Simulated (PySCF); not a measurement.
Vertical excitations of a molecule C2H7NSi2 from TDA-CAM-B3LYP/def2-SVPD in PySCF, as energy in eV (oscillator strength): 3.69 (0.000), 5.39 (0.000), 5.61 (0.003), 6.06 (0.005), 6.16 (0.009), 6.60 (0.005), 6.70 (0.038), 6.92 (0.184), 7.09 (0.083), 7.40 (0.089). Lowest triplet (TDA): 2.93 eV. Coordinates come from a B3LYP-D3(BJ)/def2-SVP optimisation. One conformer was computed; it need not be the lowest.

Q: Identify the compound among the candidates.
A) C1=NC[SiH2][SiH2]1
B) [SiH3][C@H]1N=C[SiH2]1
C) C[Si@@H]1N=C[SiH2]1
D) [SiH3]C1=N[SiH2]C1

A: C, C[Si@@H]1N=C[SiH2]1
